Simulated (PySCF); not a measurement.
C₃H₉ClOSi, SMILES OCCC[SiH2]Cl. Atoms are numbered in the order given.

```xyz
15

O     -2.6329    -0.7296     0.7853
C     -2.2467    -0.9711    -0.5499
C     -1.5897     0.2434    -1.2068
C     -0.4405     0.8323    -0.3774
Si     0.9525    -0.3706    -0.0166
Cl     2.5740     0.7146     0.6926
H     -3.3060    -0.0390     0.7805
H     -3.1002    -1.3142    -1.1673
H     -1.5347    -1.8139    -0.5093
H     -2.3570     1.0206    -1.3792
H     -1.2303    -0.0536    -2.2078
H     -0.8207     1.1925     0.5925
H      0.0008     1.7032    -0.8901
H      1.3821    -1.0719    -1.2598
H      0.5986    -1.3735     1.0203
```
Charge 0, spin multiplicity 1.

Geometry optimised at ωB97X-D3(BJ)/def2-SVP. This is a generated structure with no PubChem entry under its InChIKey; it may be hypothetical. The values are those of a single conformer.

All values below come from PySCF with PBE/def2-TZVP.

ESP charges are fitted to the potential on shells at 1.4 to 2.0 van der Waals radii. Atomic charges (e):

| atom | Löwdin | Mulliken | IAO | ESP fit |
|---|---|---|---|---|
| O1 | -0.01 | -0.41 | ? | -0.57 |
| C2 | -0.38 | -0.05 | -0.06 | 0.09 |
| C3 | -0.31 | -0.26 | -0.27 | -0.14 |
| C4 | -0.41 | -0.22 | -0.56 | -0.11 |
| Si5 | -0.03 | 0.28 | ? | 0.12 |
| Cl6 | 0.20 | -0.24 | ? | -0.15 |
| H7 | 0.17 | 0.29 | 0.35 | 0.40 |
| H8 | 0.12 | 0.10 | ? | 0.03 |
| H9 | 0.13 | 0.11 | ? | 0.09 |
| H10 | 0.14 | 0.11 | ? | 0.05 |
| H11 | 0.14 | 0.10 | ? | 0.07 |
| H12 | 0.15 | 0.10 | 0.16 | 0.08 |
| H13 | 0.15 | 0.13 | 0.16 | 0.08 |
| H14 | -0.03 | -0.03 | -0.12 | -0.03 |
| H15 | -0.03 | -0.01 | -0.11 | 0.01 |

### Question
Some entries are withheld; supply them. (An estimate is asked for; the answer gives what the named calculation found.)

### Answer

- O1, IAO: -0.54
- Si5, IAO: 0.77
- Cl6, IAO: -0.32
- H8, IAO: 0.12
- H9, IAO: 0.14
- H10, IAO: 0.13
- H11, IAO: 0.14

Computed Mayer and Wiberg (Löwdin basis) orders of the bonds:
| bond | Mayer | Wiberg |
|---|---|---|
| O1–C2 | 1.04 | 1.61 |
| C2–C3 | 1.01 | 1.26 |
| C3–C4 | 0.98 | 1.25 |
| C4–Si5 | 1.00 | 1.17 |
| Si5–Cl6 | 1.15 | 1.81 |
| O1–H7 | 0.90 | 1.02 |
| C2–H8 | 0.95 | 0.88 |
| C2–H9 | 0.94 | 0.86 |
| C3–H10 | 0.95 | 0.84 |
| C3–H11 | 0.94 | 0.84 |
| C4–H12 | 0.92 | 0.83 |
| C4–H13 | 0.92 | 0.83 |
| Si5–H14 | 0.92 | 0.93 |
| Si5–H15 | 0.92 | 0.93 |
